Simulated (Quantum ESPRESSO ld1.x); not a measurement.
Question: Species: He II. Configuration: 1s1 (the NIST ground configuration). All-electron calculation, scalar-relativistic Kohn-Sham, LDA (Slater exchange, Perdew-Wang correlation), spin-polarised, spherical densities, point nucleus; open shells are filled with parallel spins first. Program: ld1.x of Quantum ESPRESSO 7.5. Some entries of the table are withheld. Estimate them.

| orbital | occ. | eigenvalue (eV) | <1/r> (bohr^-1) |
|---|---|---|---|
| 1s up | 1 | -41.1033 | 1.962 |
| 1s down | 0 | -28.4428 | 1.692 |
| 2s up | 0 | -5.8057 | (1) |
| 2p up | 0 | -5.0301 | 0.3905 |
| 2s down | 0 | -4.9053 | (2) |
| 2p down | 0 | -4.2461 | 0.3205 |

Answer: 
(1) 2s up <1/r> (bohr^-1): 0.3976
(2) 2s down <1/r> (bohr^-1): 0.3506
